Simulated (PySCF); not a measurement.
Run record: excited-state job, SiIH3, `[SiH3]I`.

Method: TDDFT wB97X-D/def2-SVPD, vertical, gas phase, core orbitals frozen in the response, def2 core potentials past Kr (PySCF 2.14.0, density-fitted response routines). Geometry: PBE0-D3(BJ)/def2-SVP. The input is one job of a driver script: a line of settings, then coordinates in Å.

Input:
```
{"job": {"kind": "uv", "xc": "wB97X-D", "basis": "def2-SVPD", "ip": true, "nstates": 10}, "charge": 0, "multiplicity": 1}
Si    -0.001376     0.001992    -0.205958
I      0.014634    -0.021495     2.242276
H      1.407530     0.011429    -0.687987
H     -0.714657     1.226945    -0.662347
H     -0.706121    -1.218871    -0.685984
```

Problem. What does the run print?

Solution. 
```
coarse grid: 21856 points
cycle   1  E = -587.4769640245  dE = -3.021e+01  |g| = 2.890e+00  |ddm| = 9.360e+00
cycle   2  E = -586.7630996712  dE =  7.139e-01  |g| = 2.667e+00  |ddm| = 8.735e+00
cycle   3  E = -588.8634326435  dE = -2.100e+00  |g| = 5.421e-01  |ddm| = 4.282e+00
cycle   4  E = -588.9890581334  dE = -1.256e-01  |g| = 1.615e-01  |ddm| = 1.193e+00
cycle   5  E = -588.9991689969  dE = -1.011e-02  |g| = 4.268e-02  |ddm| = 3.616e-01
cycle   6  E = -588.9999086280  dE = -7.396e-04  |g| = 8.312e-03  |ddm| = 7.790e-02
cycle   7  E = -588.9999711875  dE = -6.256e-05  |g| = 1.272e-03  |ddm| = 3.469e-02
cycle   8  E = -588.9999730570  dE = -1.869e-06  |g| = 3.159e-04  |ddm| = 6.300e-03
final grid: 42088 points
cycle   9  E = -589.0050959355  dE = -1.450e-06  |g| = 2.528e-04  |ddm| = 3.415e-03
cycle  10  E = -589.0050959692  dE = -3.367e-08  |g| = 8.246e-05  |ddm| = 6.189e-04
cycle  11  E = -589.0050959741  dE = -4.949e-09  |g| = 3.546e-05  |ddm| = 2.398e-04
cycle  12  E = -589.0050959753  dE = -1.185e-09  |g| = 1.420e-05  |ddm| = 1.163e-04
cycle  13  E = -589.0050959755  dE = -1.543e-10  |g| = 2.017e-06  |ddm| = 5.079e-05
converged SCF energy = -589.0050959755

Static polarisability (au): isotropic 64.747, principal 56.758 56.760 80.722

Singlet excitations
state   eV       nm        f      main configurations
  1   5.5602    223.0   0.01098   H->L 0.93
  2   5.5603    223.0   0.01098   H-1->L 0.93
  3   7.0821    175.1   0.06149   H-1->L+1 0.81, H->L+1 0.13
  4   7.0822    175.1   0.06147   H->L+1 0.81, H-1->L+1 0.13
  5   7.3355    169.0   0.00000   H->L+3 0.21, H-1->L+4 0.21, H-1->L+3 0.18
  6   7.4477    166.5   0.00124   H-1->L+3 0.40, H->L+4 0.40
  7   7.4484    166.5   0.00125   H->L+3 0.40, H-1->L+4 0.40
  8   7.4928    165.5   0.00062   H-2->L 0.29, H->L+4 0.14, H-1->L+3 0.14
  9   7.9728    155.5   0.02039   H-1->L+2 0.79, H->L+2 0.09
 10   7.9728    155.5   0.02039   H->L+2 0.79, H-1->L+2 0.09

Triplet excitations (Tamm-Dancoff, eV): 5.1339 5.1340 6.7001 6.9757
Vertical ionisation energy (delta-SCF) = 10.0101 eV
```

The SCF starts on a coarse grid where the log names one; the energy can jump when the final grid takes over, and dE then counts from the start density on the new grid. H and L stand for HOMO and LUMO; the number after each pair is its weight.

Problem. Give the mean polarisability as a volume in Å³, and the ratio of the largest to the smallest principal value.

Solution. 64.747 au × 0.148185 = 9.59 Å³; 80.722/56.758 = 1.42.

Main results: HOMO -9.49 eV, LUMO 0.69 eV; lowest singlet 5.56 eV; lowest triplet 5.13 eV (Tamm–Dancoff); mean polarisability 64.7 au.

Atoms past krypton carry effective core potentials; spin–orbit coupling is left out.

Problem. How long does this job take on x86-64 server, one thread (shared host)?

Solution. About 4.9 s.
Labels such as C1 count atoms from 1, the log's own numbers from 0.

Note: wB97X-D ran without an empirical dispersion term, which enters the total energy and its gradient alone.
